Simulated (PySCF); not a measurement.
**Distorted geometries of [Tl(SH)2]+**

[Tl(SH)2]+ (singlet). PySCF 2.14.0, RKS PBE, Tl def2-SVP with ECP60, S def2-SVP, H def2-SVP; non-relativistic Hamiltonian with scalar-relativistic core potentials where named; density fitting; no spin-orbit coupling. Relaxed geometry:

```xyz
5

Tl   -0.2446    0.0000    0.0000
S    -0.3079    0.0775    2.4133
H     0.6717    1.0367    2.4464
S    -0.3079   -0.0775   -2.4133
H     0.6717   -1.0367   -2.4464
```

Question: Order these distorted geometries by energy above the relaxed one, lowest first.
A.
```xyz
5

Tl   -0.2203   -0.0685   -0.0142
S    -0.2895    0.0598    2.4691
H     0.6258    1.0298    2.4186
S    -0.2347   -0.0090   -2.3825
H     0.6016   -1.0120   -2.4911
```
B.
```xyz
5

Tl   -0.3620   -0.1000    0.1136
S    -0.4276    0.0043    2.3051
H     0.7777    1.4287    2.3825
S    -0.1550   -0.2186   -2.3917
H     0.6500   -1.1145   -2.4095
```
C.
```xyz
5

Tl   -0.2935   -0.0146   -0.0120
S    -0.4569   -0.0262    2.4348
H     0.6660    1.1745    2.4120
S    -0.2162   -0.1371   -2.2997
H     0.7835   -0.9967   -2.5352
```

Answer: A (0.12 eV), C (0.78 eV), B (2.26 eV).

Question: Which forces (eV/Å) act in the one that lies 2.26 eV up?

Answer: 
```
Tl   0.51 -0.32 -5.02
S    2.05  2.89  4.09
H   -2.30 -2.73 -0.21
S   -4.41  4.79  0.98
H    4.16 -4.63  0.16
```
Forces carry noise of the integration grid, about 0.01 to 0.03 eV/Å.
